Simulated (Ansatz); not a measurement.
(silylamino)silyloxymethane (CH9NOSi2), SMILES O([SiH2]N[SiH3])C.

Geometry: ωB97X-D3(BJ)/def2-SVP. Other conformers were not sampled.

Two levels are set side by side: PBE/def2-SVPD (Ansatz, a first-principles code) and ωB97X-V/def2-SVPD (Ansatz). Energy differences of separate SCF runs at the same geometry; the states with an electron removed or added have multiplicity 2 and 2. Differences are taken from unrounded values.

```
quantity                           ωB97X-V
---------------------------------  -------
vertical ionisation energy (eV)       9.98
vertical singlet–triplet gap (eV)     6.68
```

What does PBE give, and how far is it from ωB97X-V? (An estimate is asked for; the answer gives what the named calculation found.)


```
quantity                            PBE  PBE minus ωB97X-V
---------------------------------  ----  -----------------
vertical ionisation energy (eV)    9.13              -0.85
vertical singlet–triplet gap (eV)  5.69              -0.99
```
